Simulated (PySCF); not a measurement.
## Structure from NMR data

Molecular formula: C$_{7}$H$_{9}$F$_{3}$N$_{2}$. Simulated spectra:

1H NMR (300 MHz, computed): δ 7.27 (s, 1H), 4.58 (m, 2H), 2.36 (s, 3H), 2.19 (s, 3H).

13C{1H} NMR (computed): δ 152.1 (C), 133.1 (CH), 132.9 (C), 123.7 (C), 57.2 (CH2), 14.3 (CH3), 11.3 (CH3).

Calculated, not measured (PySCF 2.14.0 with density-fitted response routines): NMR shieldings at PBE0/pcSseg-1/GIAO, geometry from GFN2-xTB. One conformer, one averaged value for each set of equivalent atoms, in vacuum, non-relativistic Hamiltonian.

Chemical shifts δ = σref − σ; TMS for 1H (σ = 31.72 ppm) and 13C (σ = 186.93 ppm), all at this level.

Q: Which candidate is it?
A. C=C/C(=N\N=C\CC)C(F)(F)F
B. Cc1cn(CC(F)(F)F)nc1C
C. Cc1cnn(CC(F)(F)F)c1C

A: B. 

1. The formula gives 3 degrees of unsaturation (1 ring in the answer).
2. 7 carbon signals for 7 carbons: no two carbons are equivalent.
3. Carbon types of the structure: 3 × C, 1 × CH, 1 × CH2, 2 × CH3, which accounts for all hydrogens.
4. δC 152.1: substituted aromatic carbon next to a ring nitrogen.
5. δC 133.1: aromatic CH next to a ring nitrogen.
6. δC 132.9: CF3 carbon; 3 electronegative neighbours deshield it.
7. δC 123.7: substituted aromatic carbon.
8. δH 2.36, 2.19: hydrogen on a methyl carbon on an aromatic ring; benzylic-type position, deshielded by the ring.

The others: Cc1cnn(CC(F)(F)F)c1C has carbons computed at 144.5, 140.7, 133.1, 120.7, 54.8, 11.3, 10.9; C=C/C(=N\N=C\CC)C(F)(F)F would give 6 signals for carbon-bound and other non-exchanging H, not 4.

Splittings by 19F in the carbon and heteronuclear signals aren't shown, as no couplings were computed. Shifts are as computed. Against solution values, carbons near 30 ppm lie about +3 ppm off and those near 130 ppm about +5 ppm. Of 1211 compounds with measured shifts, 218 miss one by over three times the rms of a fit or turn the order of signals round; such compounds aren't used in these exercises. No couplings were computed; multiplicities are counted from neighbouring protons, with m where these are inequivalent, close in shift, in a saturated or five-membered ring or joined by F or P, and br s for small geminal =CH2 splittings.
